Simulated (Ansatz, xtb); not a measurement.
## C5H5FO: which of two isomers lies lower

Structure I is `C=C(F)/C=C/C=O`, a singlet and structure II is `C=C/C(F)=C/C=O`, a singlet. Both are isolated molecules in the gas phase, relaxed with PBE0-D3(BJ)/def2-SVP, each in the lowest conformer that the search found.

I (Å):

```yaml
atoms:
  - { symbol: C, position_ang: [-0.3234, -0.3869, 2.2813] }
  - { symbol: C, position_ang: [-0.0906, -0.5819, 0.9781] }
  - { symbol: C, position_ang: [1.0067, -1.3509, 0.4279] }
  - { symbol: C, position_ang: [1.2227, -1.5358, -0.8879] }
  - { symbol: C, position_ang: [2.3621, -2.3327, -1.3564] }
  - { symbol: F, position_ang: [-0.9051, -0.0468, 0.0678] }
  - { symbol: O, position_ang: [2.6187, -2.5383, -2.5165] }
  - { symbol: H, position_ang: [0.3424, -0.8250, 3.0244] }
  - { symbol: H, position_ang: [-1.1756, 0.2080, 2.6120] }
  - { symbol: H, position_ang: [1.6888, -1.7990, 1.1587] }
  - { symbol: H, position_ang: [0.5632, -1.1022, -1.6444] }
  - { symbol: H, position_ang: [3.0022, -2.7534, -0.5357] }
```

II (Å):

| atom | x (Å) | y (Å) | z (Å) |
| --- | --- | --- | --- |
| C | -1.8935 | 0.5699 | -2.2891 |
| C | -1.1362 | -0.1099 | -1.4185 |
| C | 0.0305 | 0.4535 | -0.7675 |
| C | 0.8251 | -0.1864 | 0.1161 |
| C | 1.9937 | 0.4235 | 0.7485 |
| F | 0.2992 | 1.7135 | -1.1036 |
| O | 2.7003 | -0.1564 | 1.5401 |
| H | -2.7651 | 0.1089 | -2.7579 |
| H | -1.6586 | 1.6037 | -2.5529 |
| H | -1.3691 | -1.1444 | -1.1529 |
| H | 0.5916 | -1.2193 | 0.3820 |
| H | 2.2017 | 1.4799 | 0.4522 |

Problem. Which of the two would you expect CCSD(T)/def2-SVP + ΔMP2/def2-TZVPP electronic energies to favour?

Solution. CCSD(T)/def2-SVP + ΔMP2/def2-TZVPP gives E(II) − E(I) = +0.028 eV, slightly favouring structure I, which is too small a margin to settle the true order.

The same difference at several levels:

```tsv
level	geometry	E(II) − E(I) (eV)	departure from the last row (eV)	job, with rough time for the two
GFN2-xTB	GFN2-xTB	−0.002	−0.030	optimisation, 0.11 s
HF/STO-3G	GFN2-xTB	−0.040	−0.068	single point, 0.32 s
r2SCAN-D4/def2-SVP	GFN2-xTB	−0.019	−0.048	single point, 2.5 s
PBE0-D3(BJ)/def2-SVP	PBE0-D3(BJ)/def2-SVP	−0.011	−0.039	optimisation, 23 s
HF/def2-SVP	PBE0-D3(BJ)/def2-SVP	−0.022	−0.050	part of the CCSD(T) run
MP2/def2-SVP	PBE0-D3(BJ)/def2-SVP	−0.003	−0.031	part of the CCSD(T) run
CCSD(T)/def2-SVP	PBE0-D3(BJ)/def2-SVP	−0.004	−0.032	single point
CCSD(T)/def2-SVP + ΔMP2/def2-TZVPP	PBE0-D3(BJ)/def2-SVP	+0.028		single point, 38 s
```

As drawn, both hold the same kinds of bond in the same numbers.

The largest departure from CCSD(T)/def2-SVP + ΔMP2/def2-TZVPP is that of HF/STO-3G, 0.068 eV. The last row adds to CCSD(T) the change of the MP2 difference between the two basis sets, here +0.032 eV.

With thermal terms from frequencies at re-optimised GFN2-xTB minima (ideal gas, soft modes damped towards free rotors, one conformer each, 298.15 K, 1 atm): the zero-point term adds +0.008 eV; ΔH is +0.036 and ΔG +0.040 eV.

The correlated steps freeze 7 core orbitals. Codes used: Ansatz 0.2.0, xtb 6.7.1; the last row on 2 threads of Intel(R) Xeon(R) 6975P-C (Granite Rapids) on a shared host.
